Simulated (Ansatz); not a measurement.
Consider the formal exchange of groups at the Si–N bond: `C=N[SiH](C)Cl` + `O=COC=S` → `C[SiH](Cl)OC=S` + `C=NC=O`.

Computed with Ansatz on PBE0-D4/def2-TZVP structures; ΔE is electronic, products minus reactants. CCSD(T)/CBS is the MP2 limit (def2-TZVPP, def2-QZVPP) plus CCSD(T) − MP2 in def2-TZVPP, frozen cores. Functionals use def2-TZVPP. B3LYP here is the variant with VWN-RPA as its local correlation; programs differ in this. Each species was taken in one conformer, which may not be the lowest.

`C=N[SiH](C)Cl`:

Z-matrix (Å, degrees):
```
Si
N 1 1.727
Cl 1 2.075 2 111.7
C 1 1.851 2 109.4 3 120.6
H 1 1.480 2 107.3 3 -116.6
C 2 1.257 1 127.7 3 0.1
H 4 1.093 1 109.9 2 57.5
H 4 1.092 1 110.6 2 177.6
H 4 1.092 1 110.5 2 -62.2
H 6 1.096 2 120.2 1 -179.8
H 6 1.100 2 123.8 1 0.3
```

`O=COC=S`:

```xyz
7

O     0.268    0.092   -1.741
C    -0.494   -0.457   -1.017
O    -0.504   -0.373    0.350
C     0.433    0.405    0.950
S     0.507    0.568    2.538
H    -1.313   -1.121   -1.321
H     1.104    0.885    0.240
```

`C[SiH](Cl)OC=S`:

Z-matrix (Å, degrees):
```
C
Si 1 1.839
H 1 1.093 2 110.0
H 1 1.092 2 110.5 3 -119.9
H 1 1.092 2 110.4 3 119.9
Cl 2 2.051 1 111.4 3 177.6
O 2 1.667 1 106.7 3 59.0
H 2 1.478 1 114.5 3 -60.9
C 7 1.330 2 129.4 1 160.2
S 9 1.607 7 124.1 2 171.2
H 9 1.094 7 113.9 2 -9.5
```

`C=NC=O`:

Cartesian coordinates in Å:
```
C -0.955 -0.481 0.425
N 0.165 0.035 0.675
C 0.997 0.494 -0.340
O 0.755 1.428 -1.052
H -1.322 -0.645 -0.593
H -1.599 -0.782 1.251
H 1.959 -0.049 -0.366
```

| level | ΔE (kcal/mol) | difference from CCSD(T)/CBS |
| --- | --- | --- |
| PBE-D4 | -8.3 | 0.5 |
| PBE0-D4 | -8.5 | 0.3 |
| B3LYP-D4 | -9.2 | -0.4 |
| ωB97M-V | -8.4 | 0.4 |
| PBE | -8.3 | 0.5 |
| B3LYP | -9.2 | -0.4 |
| CCSD/def2-TZVPP | -8.8 | 0.0 |
| CCSD(T)/def2-TZVPP | -8.5 | 0.3 |
| HF/CBS(def2) | -10.0 | -1.2 |
| CCSD/CBS(def2) | -9.2 | -0.4 |
| CCSD(T)/CBS | -8.8 | 0 |

Largest T1 diagnostic among the species: 0.018.

In def2-TZVPP, CCSD(T) changes the Hartree–Fock value by +1.2 kcal/mol (the triples alone add +0.4 kcal/mol) and MP2 by +1.2 kcal/mol.
